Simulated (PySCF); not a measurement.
# Name the molecule from its bond curve

A diatomic of charge 0 contains Te. Its doublet curve at UHF-MP2 in a triple-zeta basis (scalar-relativistic core potentials, PySCF), in eV from the separated fragments:

(R (Å), E (eV)): (1.431, -2.200), (1.498, -2.532), (1.564, -2.714), (1.614, -2.773), (1.664, -2.780), (1.714, -2.744), (1.780, -2.645), (1.864, -2.460), (1.964, -2.169), (2.097, -1.616)

The fit gives ωe = 2230 cm⁻¹ and the rotational constant Bₑ = 6.223 cm⁻¹.

Q: Which atom is the partner?

A: The minimum lies at 1.646 Å, so the reduced mass is 16.8576 u Å² cm⁻¹/(Bₑ·Re²) = 0.9999 u. With Te at 129.91 u the partner weighs about 1.0 u: H. The molecule is TeH.

Correlated steps freeze 4 core orbitals. Spin–orbit coupling is left out. The state is the lowest determinant that a PBE0 search found; another state may lie lower at other levels.
